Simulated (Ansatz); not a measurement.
Which method gave which barrier?

Saddle point of SiN2H4Cl2, closed shell (SiN₂H₄Cl₂ ([NH2][Si]([NH2])([Cl])[Cl]) → SiNHCl₂ ([NH][Si]([Cl])[Cl]) + NH₃ (still joined by a long Si–N bond); bonds formed: N2–H4; bonds broken: N3–H4; bonds weakened to dative contacts: Si1–N2), PBE0-D4/def2-TZVP structure:

Si1  (-0.547, 0.216, 0.453)
N2  (1.136, -0.260, -0.114)
N3  (-1.008, -0.040, -1.083)
H4  (0.410, -0.332, -1.085)
Cl5  (-0.419, 2.083, 1.299)
Cl6  (-1.059, -1.023, 2.008)
H7  (1.522, -1.132, 0.226)
H8  (1.849, 0.458, -0.137)
H9  (-1.884, 0.030, -1.568)
(Å)

Ansatz 0.2.0; basis: def2-TZVPP, with def2-QZVPP for the basis limit; cores frozen in the correlated methods. Extrapolation: Hartree–Fock as exp(−7.88 √X), correlation as X^−2.97. Four methods, as single points on the PBE0-D4 structures, gave these electronic barriers from the start structure: 42.79, 51.21, 58.67, 67.41 kcal/mol.

Problem. The methods were, in alphabetical order, BHLYP-D4, HF, PBE0-D4, SPW92. Which gave which? (Judge from chemistry; the calculation decides.)

Solution. By the calculation: SPW92 42.79; PBE0-D4 51.21; BHLYP-D4 58.67; HF 67.41 kcal/mol. For comparison, CCSD(T) at an estimated basis limit (MP2 extrapolated from triple and quadruple zeta, plus CCSD(T) − MP2 in triple zeta) gives 53.83 kcal/mol.

The T1 diagnostic stays at or below 0.012.

Labels in which every atom is bracketed show which atoms are joined, not bond orders.

For scale, one of the runs: CCSD(T)/def2-TZVPP, 244 basis functions, launched by `ansatz run in.yaml --threads 4 --pin off --events-out ev --progress --plain --max-ram 9574MiB`. The run took 2.4 min on 4 CPU threads of an Arm Neoverse V1 (shared host), with 4.6 GiB of host memory at its peak.
